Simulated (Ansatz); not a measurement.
Cost and result for the atomization energy of C3H12ClGeN3 (`C[NH][Ge]([Cl])([NH]C)[NH]C`) (20 atoms, 19 bonds).

```csv
atom,x (Å),y (Å),z (Å)
C1,-1.378,-0.186,-2.281
N2,-1.209,-0.301,-0.847
Ge3,0.430,-0.414,-0.087
Cl4,1.411,-2.136,-0.971
N5,1.574,0.940,-0.471
C6,1.343,2.287,0.004
N7,0.111,-0.579,1.693
C8,-0.680,-1.684,2.207
H9,-0.714,-0.894,-2.782
H10,-1.158,0.813,-2.679
H11,-2.401,-0.450,-2.564
H12,-1.863,0.249,-0.312
H13,2.545,0.681,-0.550
H14,0.275,2.514,-0.045
H15,1.667,2.465,1.039
H16,1.852,3.012,-0.638
H17,0.927,-0.393,2.258
H18,-1.541,-1.847,1.556
H19,-0.129,-2.631,2.267
H20,-1.062,-1.446,3.204
```

Total charge 0; spin multiplicity 1. Correlated methods include outer-core shells of Ge, which these sets cover unevenly. Scalar relativity is left out up to krypton. Geometry: relaxed with PBE0-D4/def2-TZVP. It is one conformer, not always the lowest. Program: Ansatz. All runs use 4 threads of an AMD EPYC 7R13 on a shared host and a share of an NVIDIA H100 80 GB. Times are those of one run each, without the atoms' runs, and a repeat can differ threefold. Electronic energies, without spin–orbit coupling; frozen cores. CCSD(T)/CBS adds CCSD(T) − MP2 in def2-TZVPP to the MP2 limit, and its time is that of the two runs behind it. T1 = 0.010. With those shells the extrapolation isn't a true limit.

CCSD(T)/CBS is a level of theory with its own doubt, some kJ/mol a heavy atom from the limit and from the frozen cores, so smaller differences don't rank the functionals.

```csv
level,functions,wall time
PBE-D4/def2-TZVPP (with forces),444,5.5 s
BHLYP-D4/def2-TZVPP,444,6.5 s
revPBE-D4/def2-TZVPP,444,7 s
PBE0-D4/def2-TZVPP,444,7.5 s
BLYP-D4/def2-TZVPP,444,8 s
CCSD(T)/def2-SVP,194,8 s
r2SCAN-D4/def2-TZVPP (with forces),444,9.5 s
B2PLYP/def2-TZVPP,444,9.5 s
B97M-V/def2-TZVPP,444,11 s
PBE-QIDH/def2-TZVPP,444,16 s
MP2/def2-QZVPP,861,18 s
CCSD(T)/def2-TZVPP,444,54 s
CCSD(T)/CBS(def2),–,72 s
```

(1) What atomization energy does each give, and how far from CCSD(T)/CBS? (An estimate is asked.)

## Answers

(1) The calculation gave: 
| level | atomization (kcal/mol) | difference from CCSD(T)/CBS | per bond |
| --- | --- | --- | --- |
| PBE-D4/def2-TZVPP (with forces) | 1762.2 | 34.0 | 1.8 |
| BHLYP-D4/def2-TZVPP | 1679.4 | -48.8 | -2.6 |
| revPBE-D4/def2-TZVPP | 1719.3 | -8.9 | -0.5 |
| PBE0-D4/def2-TZVPP | 1731.5 | 3.3 | 0.2 |
| BLYP-D4/def2-TZVPP | 1726.4 | -1.8 | -0.1 |
| CCSD(T)/def2-SVP | 1622.4 | -105.8 | -5.6 |
| r2SCAN-D4/def2-TZVPP (with forces) | 1722.2 | -6.0 | -0.3 |
| B2PLYP/def2-TZVPP | 1706.9 | -21.3 | -1.1 |
| B97M-V/def2-TZVPP | 1727.1 | -1.1 | -0.1 |
| PBE-QIDH/def2-TZVPP | 1714.6 | -13.6 | -0.7 |
| MP2/def2-QZVPP | 1730.2 | 2.0 | 0.1 |
| CCSD(T)/def2-TZVPP | 1681.8 | -46.4 | -2.4 |
| CCSD(T)/CBS(def2) | 1728.2 | 0.0 | 0.0 |

At CCSD(T), def2-SVP lies −105.8 kcal/mol from the extrapolated value and def2-TZVPP −46.4 kcal/mol: correlation converges slowly with the basis, and small sets miss more of it in the bonded molecule than in its fragments. In def2-TZVPP, CCSD(T) changes the Hartree–Fock value by +470.3 kcal/mol (the triples alone add +26.7 kcal/mol) and MP2 by +491.4 kcal/mol; breaking electron pairs costs correlation energy, which Hartree–Fock lacks. From r2SCAN to r2SCAN0 (25 % exact exchange), in def2-TZVPP and without D4, the atomization energy moves by −24.5 kcal/mol: exact exchange takes away binding that semilocal exchange gives to molecules.

For some Ge, Se and Sn compounds the MP2-based and the directly extrapolated limit differ by 10 to 25 kJ/mol.
